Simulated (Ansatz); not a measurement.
`NB[SiH2]Cl` + H–F → `FB[SiH2]Cl` + NH₃  (ligand exchange at a B–N bond)

Program: Ansatz. Geometries: PBE0-D4/def2-TZVP. ΔE: electronic, gas phase. CBS: MP2 limit from def2 TZ/QZ plus the TZ coupled-cluster correction, frozen cores. This one scheme is used for every species. Functionals use def2-TZVPP. Each species was taken in one conformer, which may not be the lowest.

```json
{"species": "`NB[SiH2]Cl`", "revPBE energy (Eh)": "-832.26694"}
{"species": "H–F", "revPBE energy (Eh)": "-100.45745"}
{"species": "`FB[SiH2]Cl`", "revPBE energy (Eh)": "-876.15220"}
{"species": "NH₃", "revPBE energy (Eh)": "-56.56749"}
```

(1) Work out ΔE.

Largest T1 diagnostic among the species: 0.012.

Results:

(1) ΔE = (-876.15220) + (-56.56749) − (-832.26694) − (-100.45745) = 0.00470 Eh = +2.9 kcal/mol. CCSD(T)/CBS gives +4.4 kcal/mol.

Leaving LDA and LC-ωPBE aside and taking each functional with its dispersion term where it has one, the values, not all of them listed here, spread over 3.2 kcal/mol, from B97M-V to revPBE-D4. LDA lies +2.6 kcal/mol from PBE without D4. The D4 term adds +1.1 kcal/mol with B3LYP and +0.6 kcal/mol with PBE0; it sums over pairs of atoms, weighted by their polarisabilities, and B3LYP, whose exchange is more repulsive, gets the larger term. At CCSD(T), def2-SVP lies −0.7 kcal/mol from the extrapolated value and def2-TZVPP −0.5 kcal/mol.

B3LYP here is the variant with VWN-RPA as its local correlation; programs differ in this.
